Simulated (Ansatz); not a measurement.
Consider the formal exchange of groups at the Si–Ge bond: `BO[SiH2][GeH2][F]` + CH₃NH₂ → `BO[SiH2]N` + `[CH3][GeH2][F]`.

Calculated with Ansatz (gas phase, PBE0-D4/def2-TZVP geometries, no zero-point term in ΔE). CCSD(T)/CBS is the MP2 limit (def2-TZVPP, def2-QZVPP) plus CCSD(T) − MP2 in def2-TZVPP, frozen cores. Functionals use def2-TZVPP. B3LYP here is the variant with VWN-RPA as its local correlation; programs differ in this. For Ge outer-core shells are correlated without core-valence functions, which leaves a few kJ/mol of doubt a bond. Scalar relativity is left out up to krypton. One conformer a species, not always the lowest.

`BO[SiH2][GeH2][F]`:

Z-matrix (Å, degrees):
```
Si
O 1 1.657
Ge 1 2.389 2 107.9
H 1 1.485 2 108.0 3 -119.0
H 1 1.486 2 110.6 3 120.6
B 2 1.350 1 131.6 3 -108.7
F 3 1.752 1 105.2 2 61.6
H 3 1.538 1 114.8 2 -53.8
H 3 1.540 1 114.2 2 177.1
H 6 1.203 2 119.9 1 -3.1
H 6 1.197 2 117.8 1 177.3
```

CH₃NH₂:

Z-matrix (Å, degrees):
```
C
N 1 1.453
H 1 1.092 2 109.4
H 1 1.100 2 115.4 3 -121.6
H 1 1.092 2 109.4 3 116.8
H 2 1.012 1 110.6 3 62.6
H 2 1.012 1 110.6 3 -179.3
```

`BO[SiH2]N`:

```xyz
10

B     1.634    1.240    0.035
O     0.837    0.326   -0.545
Si   -0.193   -0.818    0.090
N    -1.834   -0.546   -0.253
H     1.685    1.325    1.236
H     2.281    1.962   -0.672
H    -0.019   -0.808    1.563
H     0.205   -2.093   -0.545
H    -2.220   -0.722   -1.166
H    -2.376    0.133    0.256
```

`[CH3][GeH2][F]`:

```xyz
8

C     0.928    0.095   -0.470
Ge   -0.837   -0.039    0.315
F    -0.620   -0.744    1.900
H     0.864    0.528   -1.471
H     1.378   -0.895   -0.544
H     1.563    0.730    0.148
H    -1.772   -1.000   -0.438
H    -1.504    1.325    0.560
```

(1) Is it downhill or uphill in electronic energy at CCSD(T)/CBS, and by how much? (An estimate is asked.)

(2) What do these levels give: ωB97M-V, r2SCAN, B3LYP, CCSD(T)/def2-TZVPP, SCS-MP2/def2-QZVPP, MP2/CBS(def2)? (An estimate is asked.)

Largest T1 diagnostic among the species: 0.013.

## Answers

(1) Computed: Downhill: ΔE = -1.55 eV.

(2) Computed: ωB97M-V -1.54, r2SCAN -1.50, B3LYP -1.44, CCSD(T)/def2-TZVPP -1.54, SCS-MP2/def2-QZVPP -1.61, MP2/CBS(def2) -1.67 eV.

From PBE to PBE0 (25 % exact exchange), in def2-TZVPP and without D4, ΔE moves by −0.07 eV.
